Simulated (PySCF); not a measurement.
Al(F)(OMe)(SeH) (CH4AlFOSe), SMILES C[O][Al]([F])[SeH]. Coordinates come from a PBE0-D3(BJ)/def2-SVP optimisation. One conformer was computed; it need not be the lowest.

Computed equilibrium geometry at PBE0-D3(BJ)/def2-SVP (PySCF confirms it by a frequency run) as a Z-matrix, and its point group (one conformer of several):
point group Cs.
```
O
C 1 1.3887
H 2 1.1037 1 110.47
H 2 1.1037 3 107.43 1 120.56
H 2 1.1048 3 107.78 4 115.90
Al 1 1.6743 2 144.31 3 -120.63
F 6 1.6626 1 121.75 2 0.00
Se 6 2.2900 7 119.55 1 180.00
H 8 1.4722 6 90.75 7 0.00
```
